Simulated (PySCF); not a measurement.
Molecule: In(F)2(OH)(SH2), H₃F₂InOS, singlet. Atoms near the plane z = 0.0 Å, at the PBE0/def2-SVP optimised geometry (x, y, z in Å): In1 (-0.1, -0.1, 0.0), F2 (-0.9, 1.7, 0.0), F3 (1.9, -0.1, 0.0), O4 (-1.0, -1.7, 0.7), H5 (-1.9, -1.5, 0.9).

Calculation: PBE0/def2-TZVP, def2 effective core potentials past Kr in PySCF. The core electrons that the potentials of In replace are not part of the density. Cells within 0.4 Å of a nucleus heavier than hydrogen are left out (blank, or x). The values are rescaled to run from 0 to 1.

```
|32222222111111222222222333333|
|22222221111111122222222233333|
|22222211100001112222222222333|
|22222111000000011222222222223|
|22221110000000011222222222222|
|22221100013320011222222222222|
|32221100189994112222222222222|
|3222110049xx99322332222222222|
|3322110069xxx9644433211111222|
|3332211159xx99998653211111122|
|33332211399999999963210001112|
|33333333479999999995431000112|
|33333444699999999999999200112|
|44444456899999x99999xx9910011|
|4444455799999xxx9999xxx920011|
|4444556799999xx99999xx9910011|
|44455567899999999999999400112|
|44555666799999999997873100112|
|44555666699999999984211001122|
|44555666799999999864211111222|
|44455555699998777654322222222|
|44445444479985455544332222223|
|44444433234432234443333333333|
|44444332110001223333333333333|
|44443332100001223333333333333|
|44433332111111223333333333333|
|33333332211112223333333333333|
|33333332222222233333333333333|
|33333333222222333333333333333|
```
Scale: ten equal steps from 0.000 (start of '0') to 1.00 (end of '9'), in the order '0123456789'; x runs from -4.00 to 4.00, y from -4.00 (bottom) to 4.00 (top).

### Question
Which quantity is mapped?
A) electron localisation function
B) deformation density (molecule minus spherical neutral atoms)
C) electrostatic potential
D) Laplacian of the electron density

### Answer
C, electrostatic potential. In full: electrostatic potential (hartree/e), clipped to [-0.08, 0.12].
